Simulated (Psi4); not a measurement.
H6BClO2Si2 (SMILES OB(O)[SiH2][SiH2]Cl), singlet, geometry from GFN2-xTB; Psi4 with MP2/def2-TZVP.

Here is a job for Psi4.
```
memory 2 GB

molecule mol {
0 1
  Si    1.265557    0.672267    0.115121
  Cl    3.021081   -0.346258    0.203676
  Si   -0.505275   -0.802798   -0.100364
  B    -2.267079    0.082956   -0.146182
  O    -2.261340    1.432608   -0.102253
  O    -3.484906   -0.519285   -0.218815
  H     1.252214    1.489858    1.331744
  H     1.437590    1.607537   -1.000207
  H    -0.300307   -1.657015   -1.293510
  H    -0.442222   -1.824900    0.970869
  H    -3.126046    1.849904   -0.127435
  H    -3.518187   -1.472925   -0.251099
}

set basis def2-tzvp
set reference rhf
set freeze_core true

energy('mp2')
print_variables()
```

Output, abridged:

```
    SCF Algorithm Type (re)set to DF.

   => Loading Basis Set <=

    Name: DEF2-TZVP
    Role: ORBITAL
    Keyword: BASIS

         ---------------------------------------------------------
                                   SCF
               by Justin Turney, Rob Parrish, Andy Simmonett
                          and Daniel G. A. Smith
                              RHF Reference
         ---------------------------------------------------------

  ==> Geometry <==

    Molecular point group: c1
    Full point group: C1

    Geometry (in Angstrom), charge = 0, multiplicity = 1:

       Center              X                  Y                   Z               Mass
    ------------   -----------------  -----------------  -----------------  -----------------
         SI           1.227614976772     0.674023747747     0.112135880320    27.976926534650
         CL           2.983138976772    -0.344501252253     0.200690880320    34.968852682000
         SI          -0.543217023228    -0.801041252253    -0.103349119680    27.976926534650
         B           -2.305021023228     0.084712747747    -0.149167119680    11.009305360000
         O           -2.299282023228     1.434364747747    -0.105238119680    15.994914619570
         O           -3.522848023228    -0.517528252253    -0.221800119680    15.994914619570
         H            1.214271976772     1.491614747747     1.328758880320     1.007825032230
         H            1.399647976772     1.609293747747    -1.003192119680     1.007825032230
         H           -0.338249023228    -1.655258252253    -1.296495119680     1.007825032230
         H           -0.480164023228    -1.823143252253     0.967883880320     1.007825032230
         H           -3.163988023228     1.851660747747    -0.130420119680     1.007825032230
         H           -3.556129023228    -1.471168252253    -0.254084119680     1.007825032230

  Running in c1 symmetry.

  Rotational constants: A =      0.18014  B =      0.02281  C =      0.02051 [cm^-1]
  Rotational constants: A =   5400.44275  B =    683.74295  C =    614.93994 [MHz]
  Nuclear repulsion =  397.513172335557783

  Charge       = 0
  Multiplicity = 1
  Electrons    = 72
  Nalpha       = 36
  Nbeta        = 36

  ==> Algorithm <==

  SCF Algorithm Type is DF.
  DIIS enabled.
  MOM disabled.
  Fractional occupation disabled.
  Guess Type is SAD.
  Energy threshold   = 1.00e-08
  Density threshold  = 1.00e-08
  Integral threshold = 1.00e-12

  ==> Primary Basis <==

  Basis Set: DEF2-TZVP
    Blend: DEF2-TZVP
    Number of shells: 96
    Number of basis functions: 240
    Number of Cartesian functions: 270
    Spherical Harmonics?: true
    Max angular momentum: 3

   => Loading Basis Set <=

    Name: (DEF2-TZVP AUX)
    Role: JKFIT
    Keyword: DF_BASIS_SCF

  ==> Integral Setup <==

  SCF_SUBTYPE=INCORE selected. In-core MEM_DF algorithm will be used.
  Using in-core AOs.

  ==> MemDFJK: Density-Fitted J/K Matrices <==

    J tasked:                   Yes
    K tasked:                   Yes
    wK tasked:                   No
    Algorithm:                 Core
    Schwarz Cutoff:           1E-12
    Mask sparsity (%):      13.3611
    Fitting Condition:        1E-10

   => Auxiliary Basis Set <=

  Basis Set: (DEF2-TZVP AUX)
    Blend: DEF2-UNIVERSAL-JKFIT
    Number of shells: 225
    Number of basis functions: 721
    Number of Cartesian functions: 860
    Spherical Harmonics?: true
    Max angular momentum: 4

  Minimum eigenvalue in the overlap matrix is 4.2316677928E-04.
  Reciprocal condition number of the overlap matrix is 6.2437409022E-05.
    Using symmetric orthogonalization.

  ==> Pre-Iterations <==

  SCF Guess: Superposition of Atomic Densities via on-the-fly atomic UHF (no occupation information).

   -------------------------
    Irrep   Nso     Nmo
   -------------------------
     A        240     240
   -------------------------
    Total     240     240
   -------------------------

  ==> Iterations <==

[...]
  Energy and wave function converged.

  ==> Post-Iterations <==

    Orbital Energies [Eh]
    ---------------------

    Doubly Occupied:

[...]
    Virtual:

[...]
    Final Occupation by Irrep:
              A
    DOCC [    36 ]
    NA   [    36 ]
    NB   [    36 ]

  @DF-RHF Final Energy: -1215.53109368818969

   => Energetics <=

    Nuclear Repulsion Energy =            397.5131723355577833
    One-Electron Energy =               -2474.3515134452763959
    Two-Electron Energy =                 861.3072474215285865
    Total Energy =                      -1215.5310936881896851

Computation Completed

Properties will be evaluated at   0.000000,   0.000000,   0.000000 [a0]

Properties computed using the SCF density matrix

 Multipole Moments:

 ------------------------------------------------------------------------------------
     Multipole            Electronic (a.u.)      Nuclear  (a.u.)        Total (a.u.)
 ------------------------------------------------------------------------------------

 L = 1.  Multiply by 2.5417464519 to convert [e a0] to [Debye]
 Dipole X            :          3.9042801           -5.1623948           -1.2581146
 Dipole Y            :         -0.3779920            0.2390293           -0.1389627
 Dipole Z            :          0.3276751           -0.4061600           -0.0784849
 Magnitude           :                                                    1.2681967

 ------------------------------------------------------------------------------------

  //>>>>>>>>>>>>>>>>>>>>>>>>>>>>>>>>>>>//
  //               DFMP2               //
  //<<<<<<<<<<<<<<<<<<<<<<<<<<<<<<<<<<<//

   => Loading Basis Set <=

    Name: (DEF2-TZVP AUX)
    Role: RIFIT
    Keyword: DF_BASIS_MP2

	 --------------------------------------------------------
	                          DF-MP2
	      2nd-Order Density-Fitted Moller-Plesset Theory

	        Rob Parrish, Justin Turney, Andy Simmonett,
	           Ed Hohenstein, and C. David Sherrill
	 --------------------------------------------------------

   => Auxiliary Basis Set <=

  Basis Set: (DEF2-TZVP AUX)
    Blend: DEF2-TZVP-RI
    Number of shells: 195
    Number of basis functions: 657
    Number of Cartesian functions: 819
    Spherical Harmonics?: true
    Max angular momentum: 4

	 --------------------------------------------------------
	                 NBF =   240, NAUX =   657
	 --------------------------------------------------------
	   CLASS    FOCC     OCC    AOCC    AVIR     VIR    FVIR
	   PAIRS      18      36      18     204     204       0
	 --------------------------------------------------------

	-----------------------------------------------------------
	 ==================> DF-MP2 Energies <====================
	-----------------------------------------------------------
	 Reference Energy          =   -1215.5310936881896851 [Eh]
	 Singles Energy            =      -0.0000000000000000 [Eh]
	 Same-Spin Energy          =      -0.2327744859469559 [Eh]
	 Opposite-Spin Energy      =      -0.7491683534069592 [Eh]
	 Correlation Energy        =      -0.9819428393539150 [Eh]
	 Total Energy              =   -1216.5130365275435906 [Eh]
	-----------------------------------------------------------
	 ================> DF-SCS-MP2 Energies <==================
	-----------------------------------------------------------
	 SCS Same-Spin Scale       =       0.3333333333333333 [-]
	 SCS Opposite-Spin Scale   =       1.2000000000000000 [-]
	 SCS Same-Spin Energy      =      -0.0775914953156519 [Eh]
	 SCS Opposite-Spin Energy  =      -0.8990020240883511 [Eh]
	 SCS Correlation Energy    =      -0.9765935194040030 [Eh]
	 SCS Total Energy          =   -1216.5076872075937899 [Eh]
	-----------------------------------------------------------

  Variable Map:
  ----------------------------------------------------------------------------
[...]
  Array Variable Map:
  ----------------------------------------------------------------------------
[...]
[...]
```
